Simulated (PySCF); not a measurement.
PySCF input file for hexa-1,2-dien-5-yne (C₆H₆), SMILES C(#C)CC=C=C, TDDFT-LC-ωPBE/def2-SVPD. Geometry optimised at ωB97X-D3(BJ)/def2-SVP. Other conformers were not sampled.

```python
import numpy as np
from pyscf import gto, scf, dft, tdscf

mol = gto.M(
    atom='''
    C    -2.53424882    1.38235005    0.55427521
    C    -1.77941815    0.54109875    0.12579540
    C    -0.85160167   -0.48434689   -0.37624395
    C     0.41795006   -0.56943586    0.44969669
    C     1.62240458   -0.43448552   -0.04975702
    C     2.82280580   -0.29744276   -0.55704795
    H    -3.20674284    2.13266416    0.93138142
    H    -1.36637432   -1.46082601   -0.36235835
    H    -0.59982765   -0.27145157   -1.42687698
    H     0.30323825   -0.75083210    1.52548343
    H     3.37941475   -1.16176438   -0.93572852
    H     3.30294090    0.68578318   -0.61221124
    ''',
    basis='def2-SVPD',
    charge=0,
    spin=0,
    max_memory=1600,
    verbose=4,
)
mf = dft.RKS(mol, xc='lc_wpbe').density_fit(auxbasis='def2-universal-jkfit')
mf.grids.level = 3
mf.conv_tol = 1e-9
mf.max_cycle = 100
mf.kernel()
mf.grids = dft.Grids(mol).set(level=1).build(with_non0tab=True)  # coarser grid for the response kernel
td = tdscf.TDDFT(mf)
td.singlet = True
td.nstates = 10
td.conv_tol = 1e-4
td.positive_eig_threshold = 1e-6
td.kernel(x0=td.get_init_guess(mf, 15))
td.analyze()
tt = tdscf.TDA(mf)
tt.singlet = False
tt.nstates = 4
tt.conv_tol = 1e-4
tt.positive_eig_threshold = 1e-6
tt.kernel(x0=tt.get_init_guess(mf, 9))
tt.analyze(verbose=3)
```

It prints:

```
PySCF version 2.14.0

[INPUT] verbose = 4
[INPUT] num. atoms = 12
[INPUT] num. electrons = 42
[INPUT] charge = 0
[INPUT] spin (= nelec alpha-beta = 2S) = 0
[INPUT] symmetry False subgroup None
[INPUT] Mole.unit = angstrom
[INPUT] Symbol           X                Y                Z      unit          X                Y                Z       unit  Magmom
[INPUT]  1 C     -2.534248820000   1.382350050000   0.554275210000 AA   -4.789036201302   2.612263002779   1.047428344536 Bohr   0.0
[INPUT]  2 C     -1.779418150000   0.541098750000   0.125795400000 AA   -3.362612964580   1.022528443844   0.237718853730 Bohr   0.0
[INPUT]  3 C     -0.851601670000  -0.484346890000  -0.376243950000 AA   -1.609293923522  -0.915282971385  -0.710998021525 Bohr   0.0
[INPUT]  4 C      0.417950060000  -0.569435860000   0.449696690000 AA    0.789811147146  -1.076077820906   0.849803583223 Bohr   0.0
[INPUT]  5 C      1.622404580000  -0.434485520000  -0.049757020000 AA    3.065900319440  -0.821058637889  -0.094027140575 Bohr   0.0
[INPUT]  6 C      2.822805800000  -0.297442760000  -0.557047950000 AA    5.334329864834  -0.562085354135  -1.052668063750 Bohr   0.0
[INPUT]  7 H     -3.206742840000   2.132664160000   0.931381420000 AA   -6.059865719510   4.030151178076   1.760055801309 Bohr   0.0
[INPUT]  8 H     -1.366374320000  -1.460826010000  -0.362358350000 AA   -2.582073248439  -2.760561074541  -0.684758040449 Bohr   0.0
[INPUT]  9 H     -0.599827650000  -0.271451570000  -1.426876980000 AA   -1.133509980441  -0.512969123383  -2.696406705646 Bohr   0.0
[INPUT] 10 H      0.303238250000  -0.750832100000   1.525483430000 AA    0.573037242992  -1.418867034532   2.882745890262 Bohr   0.0
[INPUT] 11 H      3.379414750000  -1.161764380000  -0.935728520000 AA    6.386168338816  -2.195416499475  -1.768270629745 Bohr   0.0
[INPUT] 12 H      3.302940900000   0.685783180000  -0.612211240000 AA    6.241653706624   1.295942391033  -1.156911573980 Bohr   0.0

nuclear repulsion = 177.333987737149
number of shells = 72
number of NR pGTOs = 240
number of NR cGTOs = 168
basis = def2-SVPD
ecp = {}


******** <class 'pyscf.df.df_jk.DFRKS'> ********
method = DFRKS
initial guess = minao
damping factor = 0
level_shift factor = 0
DIIS = <class 'pyscf.scf.diis.CDIIS'>
diis_start_cycle = 1
diis_space = 8
diis_damp = 0
SCF conv_tol = 1e-09
SCF conv_tol_grad = None
SCF max_cycles = 100
direct_scf = False
XC library pyscf.dft.libxc version 7.1.2
    S. Lehtola, C. Steigemann, M. J. T. Oliveira, and M. A. L. Marques,  SoftwareX 7, 1–5 (2018)
XC functionals = lc_wpbe
    O. A. Vydrov and G. E. Scuseria,  J. Chem. Phys. 125, 234109 (2006)
radial grids:
    Treutler-Ahlrichs [JCP 102, 346 (1995); DOI:10.1063/1.469408] (M4) radial grids

becke partition: Becke, JCP 88, 2547 (1988); DOI:10.1063/1.454033
pruning grids: <function nwchem_prune>
grids dens level: 3
symmetrized grids: False
atomic radii adjust function: <function treutler_atomic_radii_adjust>
small_rho_cutoff = 0
Set gradient conv threshold to 3.16228e-05
Initial guess from minao.
tot grids = 143560
Create RSH-DF object <pyscf.df.df.DF object> for omega=0.4
******** <class 'pyscf.df.df.DF'> ********
auxbasis = auxmol.basis = def2-universal-jkfit
init E= -232.624758006149
  HOMO = -0.280248388845794  LUMO = -0.0188353668978061  gap/eV = 7.11341
cycle= 1 E= -231.741578961346  delta_E= 0.883  |g|= 0.298  |ddm|= 7.52
  HOMO = -0.362698169380102  LUMO = 0.0778167869085582  gap/eV = 11.98702
cycle= 2 E= -231.766138063952  delta_E= -0.0246  |g|= 0.169  |ddm|= 1.34
  HOMO = -0.372243975246258  LUMO = 0.0786332180277629  gap/eV = 12.26899
cycle= 3 E= -231.772138937465  delta_E= -0.006  |g|= 0.0746  |ddm|= 0.618
  HOMO = -0.376459506752265  LUMO = 0.0791117692125538  gap/eV = 12.39673
cycle= 4 E= -231.773459554778  delta_E= -0.00132  |g|= 0.0285  |ddm|= 0.194
  HOMO = -0.374600391717329  LUMO = 0.0800276527848687  gap/eV = 12.37106
cycle= 5 E= -231.773665433094  delta_E= -0.000206  |g|= 0.00424  |ddm|= 0.094
  HOMO = -0.374453168160323  LUMO = 0.0801135050505217  gap/eV = 12.36939
cycle= 6 E= -231.773671484719  delta_E= -6.05e-06  |g|= 0.00172  |ddm|= 0.0197
  HOMO = -0.374635980575627  LUMO = 0.0801348931911439  gap/eV = 12.37495
cycle= 7 E= -231.773672441092  delta_E= -9.56e-07  |g|= 0.000479  |ddm|= 0.00666
  HOMO = -0.374648659867022  LUMO = 0.0801157392571268  gap/eV = 12.37477
cycle= 8 E= -231.77367254018  delta_E= -9.91e-08  |g|= 0.000202  |ddm|= 0.00247
  HOMO = -0.374635974264582  LUMO = 0.0801303925273369  gap/eV = 12.37482
cycle= 9 E= -231.773672559427  delta_E= -1.92e-08  |g|= 4.09e-05  |ddm|= 0.000868
  HOMO = -0.374637405377398  LUMO = 0.0801305015652831  gap/eV = 12.37487
cycle= 10 E= -231.773672560896  delta_E= -1.47e-09  |g|= 1.35e-05  |ddm|= 0.000214
  HOMO = -0.374636817591742  LUMO = 0.0801304942974665  gap/eV = 12.37485
cycle= 11 E= -231.773672561036  delta_E= -1.4e-10  |g|= 4.02e-06  |ddm|= 6.32e-05
  HOMO = -0.374636560826  LUMO = 0.0801308139925041  gap/eV = 12.37485
Extra cycle  E= -231.773672561046  delta_E= -1.02e-11  |g|= 2.85e-06  |ddm|= 1.59e-05
converged SCF energy = -231.773672561046
tot grids = 45912
Overwritten attributes  positive_eig_threshold  of <class 'pyscf.tdscf.rks.TDDFT'>


******** <class 'pyscf.tdscf.rks.TDDFT'> for <class 'pyscf.df.df_jk.DFRKS'> ********
nstates = 10 singlet
deg_eia_thresh = 1.000e-03
wfnsym = None
conv_tol = 0.0001
eigh lindep = 1e-12
eigh level_shift = 0
eigh max_cycle = 100


Excitation energies (eV)
[5.97359266 6.458772   6.58794552 6.95314712 6.97834989 7.52922297
 7.85070813 7.89854679 8.05225675 8.20528275]

** Singlet excitation energies and oscillator strengths **
Excited State   1:      5.97359 eV    207.55 nm  f=0.0003
      18 -> 23        0.10309
      19 -> 22        0.16864
      19 -> 24        0.10893
      20 -> 24        0.13222
      21 -> 22       -0.46697
      21 -> 23        0.31095
      21 -> 24       -0.19912
      21 -> 25       -0.13851
      21 -> 29       -0.10002
Excited State   2:      6.45877 eV    191.96 nm  f=0.0008
      18 -> 23       -0.19805
      18 -> 24       -0.21050
      20 -> 23       -0.43014
      20 -> 24       -0.33584
      20 -> 25       -0.10607
      21 -> 22       -0.13234
      21 -> 24       -0.12131
Excited State   3:      6.58795 eV    188.20 nm  f=0.0005
      18 -> 26       -0.12282
      18 -> 27        0.17221
      18 -> 28       -0.10065
      19 -> 23        0.33250
      19 -> 28       -0.24210
      19 -> 29        0.21586
      19 -> 30        0.13801
      20 -> 27       -0.17112
      20 -> 28        0.21523
      21 -> 23        0.11464
      21 -> 29        0.11318
Excited State   4:      6.95315 eV    178.31 nm  f=0.0159
      18 -> 23        0.22124
      18 -> 28       -0.21391
      18 -> 29        0.12983
      19 -> 23       -0.11046
      19 -> 26       -0.20511
      19 -> 27        0.24250
      19 -> 29       -0.14606
      19 -> 31        0.10488
      20 -> 27       -0.20982
      20 -> 28        0.21109
      21 -> 23       -0.17396
      21 -> 29       -0.12282
Excited State   5:      6.97835 eV    177.67 nm  f=0.0018
      18 -> 26       -0.20563
      18 -> 27        0.28346
      18 -> 28       -0.10265
      18 -> 29       -0.13188
      18 -> 31        0.10655
      19 -> 23       -0.15501
      19 -> 27       -0.14101
      19 -> 28        0.20207
      20 -> 23        0.14877
      20 -> 26        0.16316
      20 -> 27       -0.16314
      20 -> 29        0.13881
      21 -> 26        0.11910
      21 -> 27       -0.20130
      21 -> 28        0.13178
Excited State   6:      7.52922 eV    164.67 nm  f=0.0035
      18 -> 22       -0.14282
      19 -> 23        0.18818
      20 -> 22       -0.34836
      20 -> 23        0.20701
      21 -> 22       -0.14159
      21 -> 23       -0.30379
      21 -> 24       -0.30244
Excited State   7:      7.85071 eV    157.93 nm  f=0.1097
      19 -> 23        0.10160
      19 -> 24       -0.10831
      20 -> 22        0.19039
      21 -> 22       -0.35843
      21 -> 23       -0.34366
      21 -> 24        0.30986
      21 -> 28        0.12345
      21 -> 29        0.10672
Excited State   8:      7.89855 eV    156.97 nm  f=1.0944
      18 -> 22       -0.15404
      18 -> 25       -0.11384
      20 -> 22       -0.40527
      21 -> 22       -0.12193
      21 -> 23        0.23132
      21 -> 24        0.37783
Excited State   9:      8.05226 eV    153.97 nm  f=0.3078
      18 -> 23        0.18191
      18 -> 24       -0.23550
      18 -> 25        0.10603
      19 -> 24       -0.13084
      20 -> 22        0.15845
      20 -> 23        0.30998
      20 -> 24       -0.42995
      21 -> 23        0.14246
Excited State  10:      8.20528 eV    151.10 nm  f=0.1138
      19 -> 22       -0.48285
      19 -> 23       -0.15925
      19 -> 25        0.26344
      19 -> 29        0.10318
      20 -> 22        0.12969
      20 -> 25       -0.22497
      21 -> 25        0.14361

** Transition electric dipole moments (AU) **
state          X           Y           Z        Dip. S.      Osc.
  1         0.0366      0.0052     -0.0240      0.0019      0.0003
  2        -0.0637      0.0246      0.0137      0.0049      0.0008
  3         0.0562      0.0032     -0.0145      0.0034      0.0005
  4        -0.2982      0.0046      0.0676      0.0935      0.0159
  5         0.0939     -0.0386      0.0034      0.0103      0.0018
  6        -0.1354      0.0171     -0.0167      0.0189      0.0035
  7        -0.6855      0.2987      0.1057      0.5703      0.1097
  8         2.2972     -0.0478     -0.6131      5.6553      1.0944
  9         1.0023      0.0186     -0.7453      1.5603      0.3078
 10         0.6464      0.2216     -0.3147      0.5660      0.1138

** Transition velocity dipole moments (imaginary part, AU) **
state          X           Y           Z        Dip. S.      Osc.
  1         0.0081      0.0015     -0.0050      0.0001      0.0003
  2        -0.0155      0.0048      0.0027      0.0003      0.0008
  3         0.0133      0.0006     -0.0031      0.0002      0.0005
  4        -0.0755      0.0022      0.0173      0.0060      0.0157
  5         0.0239     -0.0096      0.0003      0.0007      0.0017
  6        -0.0365      0.0040     -0.0043      0.0014      0.0033
  7        -0.1955      0.0990      0.0268      0.0487      0.1126
  8         0.6601     -0.0162     -0.1680      0.4642      1.0661
  9         0.2882      0.0119     -0.2332      0.1376      0.3100
 10         0.2081      0.0807     -0.1028      0.0604      0.1335

** Transition magnetic dipole moments (imaginary part, AU) **
state          X           Y           Z
  1         0.9121      0.1296     -0.4000
  2        -0.4810     -0.0024      0.1874
  3         0.0236      0.1083      0.0422
  4         0.1240      0.1115      0.0918
  5        -0.0179     -0.0428     -0.0021
  6         0.0275      0.2702     -0.0438
  7         0.5234      0.1983      0.4045
  8         0.0285     -0.1612     -1.0242
  9        -0.1625     -1.4578     -0.4339
 10         0.4011      0.3279      0.8269
Overwritten attributes  positive_eig_threshold  of <class 'pyscf.tdscf.rks.TDA'>


******** <class 'pyscf.tdscf.rks.TDA'> for <class 'pyscf.df.df_jk.DFRKS'> ********
nstates = 4 triplet
deg_eia_thresh = 1.000e-03
wfnsym = None
conv_tol = 0.0001
eigh lindep = 1e-12
eigh level_shift = 0
eigh max_cycle = 100


Excitation energies (eV)
[4.3818626  4.64891433 5.2593179  5.58183553]

** Triplet excitation energies and oscillator strengths **
Excited State   1:      4.38186 eV    282.95 nm  f=0.0000
Excited State   2:      4.64891 eV    266.69 nm  f=0.0000
Excited State   3:      5.25932 eV    235.74 nm  f=0.0000
Excited State   4:      5.58184 eV    222.12 nm  f=0.0000
```

The run converged.

Cost: very roughly 6 core-minutes.
